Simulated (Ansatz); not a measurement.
A run for Ansatz (a quantum-chemistry and plane-wave program): U-PBE/cc-pVTZ on HBr, a point of a bond scan (R = 3.277 Å).

Ansatz 0.2 input:
```yaml
crystal:
  periodic: [false, false, false]
  atoms:
    - {symbol: Br, position_ang: [-0.00000000, -0.00000000, -0.03957816]}
    - {symbol: H, position_ang: [0.00000000, 0.00000000, 3.23749340]}
basis:
  gaussian:
    orbitals: cc-pVTZ
hamiltonian:
  xc: {name: PBE}
magnetization: {spin_polarized: true, initial_magnetization: 0}
```

**Question.** Give the final energy of this run.

**Answer.** -2574.2715 hartree. Its determinant has ⟨S²⟩ = 0.89, a mixture of spin states.
